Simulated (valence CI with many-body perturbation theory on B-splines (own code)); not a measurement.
Energy levels of Re XXXIV

Method: configuration interaction combined with many-body perturbation theory (CI+MBPT): six valence electrons over a frozen Dirac-Fock core [Kr], a basis of 7 s, 7 p, 8 d, 6 f, 4 g, 1 h functions for each j, with the one-electron correlation potential Σ1 (screened to all orders), the two-electron term Σ2, the three-electron term Σ3, Breit, model QED; selected single and double excitations, second order for the rest, scaled by the run's own slope (own B-spline code, finite nucleus).

No measured spectrum was set against this ion. As an estimate, large intervals hold to a few tenths of a per cent, small ones and those within an open d or f shell to about a per cent. Core correlation moves these levels by up to 7700 cm⁻¹, and in measured spectra 5 to 20 % of such shifts remained as error; rates that hang on mixing are uncertain with them. Among the levels kept, up to 760 cm⁻¹ of a level comes from second order outside the variational space, and about a tenth of that is noise between levels of different J, which matters for small intervals. Only levels of the ground parity were solved; by the run's estimate the other parity begins above the list, which can be wrong where configurations are misplaced.

Levels 1 to 34 of 34, with energies above the lowest level, (4d3/2^4 4d5/2^2) J=4. "Leading %" is the weight of the configuration and term that name the level; weights of strongly mixed levels are sums over their largest components and can fall short. In the jj column 3d3/2^4 stands for four electrons in 3d with j = 3/2. Lifetimes count E1, E2, E3, M1 and M2 decay at the calculated energies, and are blank where another channel may lead or the interval is too uncertain; long ones can be off by a factor of two.

```csv
No.,Configuration,Term,J,E (eV),Leading %,Lifetime,g,Leading jj
1,4d⁶,³F,4,0.000,38,,1.273,4d3/2^4 4d5/2^2 (95 %)
2,4d⁶,³P,2,2.700,40,311 s,1.293,4d3/2^4 4d5/2^2 (95 %)
3,4d⁶,³P,0,8.876,49,1.45 s,,4d3/2^4 4d5/2^2 (86 %)
4,4d⁶,⁵D,3,15.506,67,18.8 μs,1.375,4d3/2^3 4d5/2^3 (95 %)
5,4d⁶,⁵D,4,16.564,42,19.1 μs,1.169,4d3/2^3 4d5/2^3 (94 %)
6,4d⁶,⁵D,1,17.292,52,17.5 μs,1.316,4d3/2^3 4d5/2^3 (95 %)
7,4d⁶,³G,5,19.685,59,83.2 μs,1.130,4d3/2^3 4d5/2^3 (99 %)
8,4d⁶,³H,6,19.948,68,684 ms,1.110,4d3/2^3 4d5/2^3 (98 %)
9,4d⁶,³F,2,21.881,49,26.4 μs,0.965,4d3/2^3 4d5/2^3 (94 %)
10,4d⁶,³D,3,22.448,29,34.2 μs,1.053,4d3/2^3 4d5/2^3 (96 %)
11,4d⁶,³P,0,25.776,73,251 μs,,4d3/2^3 4d5/2^3 (82 %)
12,4d⁶,³P,1,27.029,58,36.2 μs,1.150,4d3/2^3 4d5/2^3 (94 %)
13,4d⁶,³D,2,27.101,36,79.9 μs,1.130,4d3/2^3 4d5/2^3 (84 %)
14,4d⁶,¹G,4,27.407,39,355 μs,1.046,4d3/2^3 4d5/2^3 (93 %)
15,4d⁶,³F,3,28.328,55,49.7 μs,1.068,4d3/2^3 4d5/2^3 (98 %)
16,4d⁶,⁵D,2,33.815,56,7.69 μs,1.443,4d3/2^2 4d5/2^4 (93 %)
17,4d⁶,⁵D,0,35.094,59,6.83 μs,,4d3/2^2 4d5/2^4 (93 %)
18,4d⁶,³H,4,36.430,41,8.90 μs,1.098,4d3/2^2 4d5/2^4 (97 %)
19,4d⁶,³D,3,37.506,27,9.90 μs,1.201,4d3/2^2 4d5/2^4 (91 %)
20,4d⁶,³H,5,38.056,60,16.7 μs,1.096,4d3/2^2 4d5/2^4 (99 %)
21,4d⁶,¹I,6,39.669,68,25.4 μs,1.049,4d3/2^2 4d5/2^4 (98 %)
22,4d⁶,³G,3,40.105,42,14.8 μs,0.964,4d3/2^2 4d5/2^4 (97 %)
23,4d⁶,³D,1,41.136,47,12.0 μs,1.023,4d3/2^2 4d5/2^4 (92 %)
24,4d⁶,¹G,4,42.321,53,17.4 μs,1.051,4d3/2^2 4d5/2^4 (94 %)
25,4d⁶,³F,2,42.466,33,15.1 μs,1.051,4d3/2^2 4d5/2^4 (93 %)
26,4d⁶,³F,2,46.707,69,9.55 μs,0.867,4d3/2^2 4d5/2^4 (96 %)
27,4d⁶,³F,4,48.220,62,14.3 μs,1.159,4d3/2^2 4d5/2^4 (96 %)
28,4d⁶,³P,1,54.589,64,3.99 μs,1.497,4d3/2 4d5/2^5 (97 %)
29,4d⁶,¹D,2,54.830,81,14.6 μs,1.022,4d3/2^2 4d5/2^4 (94 %)
30,4d⁶,¹G,4,59.700,43,5.76 μs,1.028,4d3/2 4d5/2^5 (94 %)
31,4d⁶,¹S,0,60.634,76,9.51 μs,,4d3/2^2 4d5/2^4 (86 %)
32,4d⁶,³P,2,61.501,35,6.16 μs,1.200,4d3/2 4d5/2^5 (94 %)
33,4d⁶,³F,3,62.175,40,6.78 μs,1.066,4d3/2 4d5/2^5 (95 %)
34,4d⁶,³P,0,78.440,55,2.99 μs,,4d5/2^6 (90 %)
```

The ionisation energy to 4d⁵ ⁴P5/2 of the next ion comes out as 1403.1 eV (NIST: 1402 ± 5 eV (theoretical)). All 34 levels together are meant to be complete up to 81.442 eV.
